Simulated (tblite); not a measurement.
Record of a relaxation.

Compound: C10H7Cl.
SMILES with atom numbers: `[Cl:1][c:2]1[cH:3][c:4]2[cH:5][cH:6][cH:7][cH:8][cH:9][c:10]-2[cH:11]1` (hydrogens: H12 on C3; H13 on C5; H14 on C6; H15 on C7; H16 on C8; H17 on C9; H18 on C11)

Computed with GFN2-xTB (tblite), gas phase: L-BFGS steps from a force-field or distance-geometry start until the largest atomic force falls under 0.01 eV/Å. 4 of its 22 geometries are shown.

Step 0: E = -801.7944 eV, largest atomic force 2.212 eV/Å
```
atom  x, y, z in Å  |  force x, y, z in eV/Å
Cl1     4.327   -0.524   -0.594    0.103  -0.070  -0.047
C2      2.659   -0.244   -0.359    0.296  -2.116  -0.435
C3      2.101    0.908   -0.005   -1.910   1.063   0.338
C4      0.665    0.656    0.074    1.043   0.115   0.109
C5     -0.250    1.570    0.411   -1.775   0.952   0.327
C6     -1.685    1.396    0.513    1.662   1.285   0.171
C7     -2.421    0.299    0.327   -0.715  -1.727  -0.289
C8     -2.010   -1.038   -0.031   -1.528   0.613   0.304
C9     -0.781   -1.516   -0.280    1.015   0.612   0.058
C10     0.434   -0.762   -0.228   -0.505  -0.438  -0.178
C11     1.655   -1.280   -0.490    1.547  -0.477  -0.304
H12     2.577    1.852    0.167   -0.062   0.043   0.022
H13     0.084    2.588    0.621    0.007  -0.245  -0.048
H14    -2.205    2.308    0.789   -0.013  -0.085  -0.024
H15    -3.502    0.407    0.474    0.356  -0.077  -0.080
H16    -2.846   -1.747   -0.103    0.335   0.283   0.013
H17    -0.689   -2.561   -0.541    0.156   0.025   0.004
H18     1.880   -2.304   -0.758   -0.011   0.244   0.059
```

Step 7: E = -802.1194 eV, largest atomic force 0.126 eV/Å
```
atom  x, y, z in Å  |  force x, y, z in eV/Å
Cl1     4.331   -0.519   -0.596    0.023   0.026   0.004
C2      2.653   -0.305   -0.363   -0.020  -0.072  -0.027
C3      2.038    0.893   -0.009    0.003  -0.013   0.016
C4      0.665    0.660    0.086    0.028   0.001  -0.018
C5     -0.294    1.600    0.417   -0.064   0.016   0.018
C6     -1.666    1.422    0.520    0.006   0.038   0.010
C7     -2.425    0.275    0.326   -0.029   0.090   0.021
C8     -2.029   -1.009   -0.021   -0.013   0.094   0.023
C9     -0.747   -1.467   -0.272   -0.005  -0.027  -0.002
C10     0.449   -0.771   -0.238    0.012  -0.016   0.004
C11     1.703   -1.317   -0.505    0.036  -0.060  -0.009
H12     2.538    1.825    0.164    0.001   0.040   0.006
H13     0.078    2.599    0.623   -0.021  -0.064  -0.023
H14    -2.228    2.307    0.792   -0.022   0.007   0.005
H15    -3.491    0.405    0.470   -0.011  -0.003   0.004
H16    -2.826   -1.738   -0.105    0.042  -0.001  -0.009
H17    -0.663   -2.514   -0.530    0.038  -0.115  -0.034
H18     1.906   -2.338   -0.770   -0.003   0.060   0.008
```

Step 14: E = -802.1218 eV, largest atomic force 0.020 eV/Å
```
atom  x, y, z in Å  |  force x, y, z in eV/Å
Cl1     4.334   -0.513   -0.595   -0.005   0.019   0.004
C2      2.653   -0.308   -0.364   -0.003  -0.008   0.000
C3      2.036    0.890   -0.007    0.001  -0.004   0.001
C4      0.663    0.656    0.085    0.003  -0.004  -0.003
C5     -0.298    1.596    0.417    0.006  -0.003   0.000
C6     -1.671    1.429    0.522    0.009   0.002  -0.001
C7     -2.428    0.281    0.328    0.005   0.006   0.003
C8     -2.025   -1.001   -0.020   -0.011   0.009   0.004
C9     -0.746   -1.471   -0.272   -0.006   0.004  -0.001
C10     0.451   -0.777   -0.238    0.001  -0.005   0.005
C11     1.707   -1.321   -0.505    0.001  -0.005  -0.002
H12     2.534    1.825    0.164   -0.011   0.003   0.002
H13     0.078    2.593    0.620    0.005  -0.008  -0.007
H14    -2.232    2.315    0.794    0.009  -0.006  -0.001
H15    -3.495    0.406    0.472    0.007  -0.011  -0.002
H16    -2.819   -1.732   -0.106   -0.010  -0.002  -0.003
H17    -0.661   -2.521   -0.532   -0.015   0.000   0.002
H18     1.909   -2.341   -0.773    0.012   0.012   0.000
```

Step 21: E = -802.1221 eV, largest atomic force 0.009 eV/Å
```
atom  x, y, z in Å  |  force x, y, z in eV/Å
Cl1     4.335   -0.503   -0.593   -0.004   0.000   0.000
C2      2.653   -0.308   -0.363    0.001  -0.001   0.001
C3      2.034    0.889   -0.007   -0.001  -0.002   0.000
C4      0.662    0.653    0.085    0.002  -0.005  -0.003
C5     -0.297    1.594    0.416    0.002   0.000   0.000
C6     -1.670    1.430    0.523    0.002   0.000   0.000
C7     -2.427    0.283    0.329    0.000  -0.004   0.000
C8     -2.025   -1.000   -0.020    0.000  -0.004  -0.001
C9     -0.747   -1.472   -0.272    0.000  -0.002  -0.002
C10     0.451   -0.780   -0.237    0.005  -0.005   0.000
C11     1.708   -1.323   -0.505    0.003   0.003  -0.001
H12     2.529    1.825    0.165   -0.003   0.000   0.001
H13     0.082    2.590    0.615    0.000   0.004   0.000
H14    -2.228    2.317    0.795   -0.004   0.001   0.001
H15    -3.495    0.405    0.473    0.000   0.009   0.003
H16    -2.821   -1.729   -0.108   -0.004  -0.001  -0.001
H17    -0.668   -2.522   -0.532    0.002   0.001   0.000
H18     1.915   -2.341   -0.774    0.000   0.004   0.003
```

**Question.** Summarise the path.

**Answer.** The energy falls by 31.62 kJ/mol from step 0 to step 21; nine tenths of that is first reached at step 4. It falls at every step. The largest force goes from 2.212 to 0.009 eV/Å. Among the bonds C2–C3 changes most (a near tie, within 0.001 Å, with another), from 1.328 to 1.394 Å; the atoms move by 0.044 Å rms after alignment.

**Question.** Follow the three bonds and two angles with the largest change from start to end.

**Answer.** 
```csv
step,E above end (kJ/mol),largest force (eV/Å),C2–C3 (Å),C3–C4 (Å),C5–C6 (Å),C4–C5–H13 (°),C4–C10–C9 (°)
0,31.62,2.212,1.328,1.460,1.449,118.5,130.5
1,8.99,1.077,1.384,1.421,1.400,116.0,131.2
2,5.03,0.496,1.389,1.400,1.388,115.0,130.6
3,3.42,0.375,1.395,1.400,1.386,114.9,129.8
4,1.37,0.221,1.395,1.396,1.383,114.8,128.6
5,0.86,0.196,1.395,1.397,1.385,115.1,128.2
6,0.46,0.128,1.393,1.396,1.386,115.4,128.1
7,0.26,0.126,1.393,1.396,1.387,115.6,128.1
8,0.14,0.078,1.393,1.395,1.387,115.7,128.1
9,0.10,0.036,1.394,1.395,1.387,115.6,128.1
10,0.08,0.037,1.394,1.395,1.386,115.5,128.1
11,0.06,0.038,1.395,1.396,1.386,115.4,128.0
12,0.04,0.031,1.395,1.396,1.386,115.4,127.9
13,0.04,0.022,1.394,1.396,1.386,115.3,127.9
14,0.03,0.020,1.394,1.396,1.387,115.3,127.8
15,0.03,0.021,1.394,1.396,1.387,115.3,127.8
16,0.02,0.026,1.394,1.395,1.387,115.3,127.7
17,0.01,0.023,1.394,1.395,1.386,115.3,127.7
18,0.01,0.017,1.394,1.395,1.386,115.2,127.7
19,0.00,0.015,1.394,1.395,1.386,115.2,127.7
20,0.00,0.013,1.394,1.395,1.386,115.2,127.7
21,0.00,0.009,1.394,1.395,1.386,115.2,127.7
```

The cost below is that of the whole relaxation. The run took 0.2 s of wall time on Arm Neoverse V1, one thread, shared host with 32 logical CPUs at a one-minute load of 16.
